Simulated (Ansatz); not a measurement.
Sr4Te5⁻, 9 atoms. Hardware: 4 threads of Arm Neoverse V1 on a shared host.

In the def2 sets Sr, Te take a core potential; there is no spin–orbit coupling. Correlated methods freeze 20 core orbitals; core or outer-core shells of Sr, Te are correlated, in sets that lack core-valence functions.

Task: How many basis functions does each of these Ansatz runs have, and roughly what does it cost? r2SCAN-D4/def2-SVP, charge -1 doublet, energy, from earlier orbitals; RPA@PBE/def2-SVPD, charge -1 doublet, energy, from earlier orbitals; PBE0-D4/def2-SVP, charge -1 doublet, energy and forces, from earlier orbitals; PBE-D4/def2-SVP, charge -1 doublet, relaxation, 6 steps; r2SCAN0-D4/def2-TZVPD, charge 0 singlet at the geometry of the charge -1 doublet, energy, from earlier orbitals; PBE-D4/def2-SVPD, charge -1 doublet, energy, from earlier orbitals; PBE0-D4/def2-SVPD, charge -1 doublet, energy, from earlier orbitals; PBE-D4/def2-SVP, charge 0 triplet at the geometry of the charge -1 doublet, energy, from earlier orbitals; PBE0-D4/def2-SVP, charge 0 triplet at the geometry of the charge -1 doublet, energy; PBE-D4/def2-TZVPD, charge 0 singlet at the geometry of the charge -1 doublet, energy, from earlier orbitals; PBE-D4/def2-SVP, charge -1 doublet, energy, from earlier orbitals; BHLYP-D4/def2-SVP, charge -1 doublet, energy, from earlier orbitals.

Result: Other jobs shared the machine, so times can vary by a factor of up to 3.

```json
{"run": "PBE-D4/def2-SVP, charge -1 doublet, energy, from earlier orbitals", "functions": "222", "fitting or Cholesky vectors": "2724", "wall time": "20 s", "peak host memory (GiB)": "0.67"}
{"run": "PBE-D4/def2-TZVPD, charge 0 singlet at the geometry of the charge -1 doublet, energy, from earlier orbitals", "functions": "427", "fitting or Cholesky vectors": "3497", "wall time": "27 s", "peak host memory (GiB)": "1.7"}
{"run": "PBE-D4/def2-SVPD, charge -1 doublet, energy, from earlier orbitals", "functions": "279", "fitting or Cholesky vectors": "3084", "wall time": "30 s", "peak host memory (GiB)": "0.99"}
{"run": "BHLYP-D4/def2-SVP, charge -1 doublet, energy, from earlier orbitals", "functions": "222", "fitting or Cholesky vectors": "2569", "wall time": "38 s", "peak host memory (GiB)": "1.7"}
{"run": "PBE0-D4/def2-SVP, charge -1 doublet, energy and forces, from earlier orbitals", "functions": "222", "fitting or Cholesky vectors": "2569", "wall time": "49 s", "peak host memory (GiB)": "1.7"}
{"run": "PBE0-D4/def2-SVPD, charge -1 doublet, energy, from earlier orbitals", "functions": "279", "fitting or Cholesky vectors": "3260", "wall time": "52 s", "peak host memory (GiB)": "2.6"}
{"run": "r2SCAN-D4/def2-SVP, charge -1 doublet, energy, from earlier orbitals", "functions": "222", "fitting or Cholesky vectors": "2724", "wall time": "54 s", "peak host memory (GiB)": "0.9"}
{"run": "PBE0-D4/def2-SVP, charge 0 triplet at the geometry of the charge -1 doublet, energy", "functions": "222", "fitting or Cholesky vectors": "2569", "wall time": "56 s", "peak host memory (GiB)": "1.9"}
{"run": "PBE-D4/def2-SVP, charge 0 triplet at the geometry of the charge -1 doublet, energy, from earlier orbitals", "functions": "222", "fitting or Cholesky vectors": "2724", "wall time": "73 s", "peak host memory (GiB)": "1.3"}
{"run": "PBE-D4/def2-SVP, charge -1 doublet, relaxation, 6 steps", "functions": "222", "fitting or Cholesky vectors": "2724", "wall time": "80 s", "peak host memory (GiB)": "0.57"}
{"run": "r2SCAN0-D4/def2-TZVPD, charge 0 singlet at the geometry of the charge -1 doublet, energy, from earlier orbitals", "functions": "427", "fitting or Cholesky vectors": "3880", "wall time": "96 s", "peak host memory (GiB)": "4"}
{"run": "RPA@PBE/def2-SVPD, charge -1 doublet, energy, from earlier orbitals", "functions": "279", "fitting or Cholesky vectors": "3260", "wall time": "98 s", "peak host memory (GiB)": "2.3"}
```
